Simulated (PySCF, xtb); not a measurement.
(E)-2-fluorobut-2-ene (C4H7F), SMILES C(/C)=C(\F)C.

GFN2-xTB (xtb) at its own geometry gives an orbital gap of 5.16 eV and a dipole moment of 2.47 D.

The structure is a stationary point at ωB97X-D3(BJ)/def2-SVP.

Question: What does PySCF with B3LYP/def2-TZVP give? (The exact figures need the calculation; the answer reports its results.)

Answer: gap 7.13 eV (levels -6.64 and 0.48 eV), dipole 1.73 D.
